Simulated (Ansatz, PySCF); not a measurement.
This singlet lies 1.22 eV below the relaxed triplet at the level frozen-core CCSD(T)/cc-pVTZ // PBE0-D3(BJ)/def2-SVP (Ansatz, an electronic-structure program).

Excitations are Tamm–Dancoff values on a coarser integration grid. The basis has no diffuse functions, so Rydberg states are missing or too high.

## C₂H₃NSi, SMILES `C[Si]C#N` (lower singlet) (charge 0, multiplicity 1)

Computed with ωB97X-D3(BJ)/def2-TZVP // PBE0-D3(BJ)/def2-SVP run with PySCF.

```yaml
HOMO: -9.60 eV
dipole_moment: 3.68 D
LUMO: -1.36 eV
HOMO–LUMO gap: 8.24 eV
S1 excitation (TDA): 2.78 eV
S1 oscillator strength: 0.033
T1 excitation (TDA): 1.50 eV
S1–T1 gap (TDA): 1.28 eV
total_energy: -422.3315 Ha
cost: about 3.0 core-minutes (a rough figure)
```

Bonded distances (Å): C1–Si2 1.895, C1–H5 1.105, C1–H6 1.105, C1–H7 1.099, Si2–C3 1.892, C3–N4 1.164. Bond angles (°): Si2–C1–H5 110.0, Si2–C1–H6 110.5, Si2–C1–H7 112.1, H5–C1–H6 105.8, H5–C1–H7 109.0, H6–C1–H7 109.2, C1–Si2–C3 95.5, Si2–C3–N4 174.2.
Charge 0, spin multiplicity 1.
